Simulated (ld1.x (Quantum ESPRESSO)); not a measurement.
# Varying the ultrasoft potential for lead

Base potential:

| Quantity | Value |
| --- | --- |
| Element | Pb (Z = 82) |
| Generator | ld1.x (Quantum ESPRESSO) 7.5 |
| Type | ultrasoft |
| Functional | LDA (PZ) |
| Relativity | fully relativistic |
| Frozen core | [Xe] 4f14 5d10 |
| Valence charge | 4 |
| Reference configuration | 6s1 6p3 |
| Partial waves | 6s (bound): rcut 1.60, rcutus 1.85 bohr; 6s channel at 0.6 Ry: rcut 1.60, rcutus 1.85 bohr; 6p (bound): rcut 2.40, rcutus 2.95 bohr; 6p channel at 0.05 Ry: rcut 2.40, rcutus 2.95 bohr |
| Local potential | all-electron potential smoothed inside 2.10 bohr (lloc = -2) |
| Core correction | none |
| Augmentation charge | built from norm-conserving waves at rcut, not smoothed further |

Open shells are filled in proportion to 2j + 1 (rel_dist='average').

Cutoffs, loose and tight: the cutoffs (Ry, on a coarse ladder) from which the occupation-weighted sum of valence levels, in a spherical-Bessel basis at the reference potential, stays within 10 and 1 mRy of its value at 400 Ry. They do not see the model core or the augmentation charge, which bear on the density cutoff. Test errors are all-electron minus pseudo excitation energies from the reference, over the configurations 6s2 6p2; 6s2 6p1; 6s2 6p0; 6s0 6p4; 6s1 6p2; 6s2 6p2.3; 6s2 6p1.5. A dash means not determined; rows that change the core or the reference have their own tests.

A true bound ghost makes a file unfit for plane-wave use even where its test errors are small: the radial tests pick states by their node count and pass the ghost by.

Cutoffs are not given where the Bessel-basis levels miss the radial ones by over 6 mRy, ghosts where they miss by over 20 mRy; a channel whose overlap is not positive is not tested.

A file whose overlap is not positive is unfit for use, and its test errors describe a broken file.

```tsv
change	outcome	cutoff, loose	cutoff, tight	bound ghosts	largest test error (meV)
base	generated	10 Ry	15 Ry	none	+125
local potential all-electron potential smoothed inside 2.56 bohr (lloc = -2)	generated	10 Ry	15 Ry	none	+125
all radii scaled by about 0.89 (s 1.64, p 2.62 bohr, rcut 1.42/2.12); local potential all-electron potential smoothed inside 1.86 bohr (lloc = -2)	failed: run_pseudo: Errors in PS-KS equation	–	–	–	–
wave 6s channel at 0.6 Ry: rcut 1.60, rcutus 1.85 bohr becomes 6s channel at 6.33 Ry: rcut 1.60, rcutus 1.85 bohr	generated, overlap not positive	–	–	not determined (overlap not positive)	test run stopped at test 1 of 7 (negative rho)
augmentation PSQ, inside the norm-conserving radii	generated	10 Ry	15 Ry	none	test run stopped at test 1 of 7 (negative rho)
waves 6s (bound): rcut 1.18, rcutus 1.26 bohr; 6s channel at 0.6 Ry: rcut 1.18, rcutus 1.26 bohr	failed: run_pseudo: Errors in PS-KS equation	–	–	–	–
waves 6p (bound): rcut 2.40, rcutus 3.32 bohr; 6p channel at 0.05 Ry: rcut 2.40, rcutus 3.32 bohr	generated	10 Ry	15 Ry	none	+125
scalar-relativistic	generated	10 Ry	15 Ry	none	+123
core correction a·sin(br)/r model core inside 2.10 bohr	generated	10 Ry	15 Ry	none	-49
functional BLYP	generated	10 Ry	15 Ry	none	+313
core correction a·sin(br)/r model core inside 1.16 bohr	generated	10 Ry	15 Ry	none	-53
```

**Question.** What comes out with this change to the base: reference 6s2 6p1.5?

**Answer.** outcome: generated; cutoff, loose: 10 Ry; cutoff, tight: 21 Ry; bound ghosts: d; largest test error (meV): +104.

**Question.** What comes out with this change to the base: local potential all-electron potential smoothed inside 1.60 bohr (lloc = -2)?

**Answer.** outcome: generated; cutoff, loose: 10 Ry; cutoff, tight: 15 Ry; bound ghosts: d; largest test error (meV): +126.
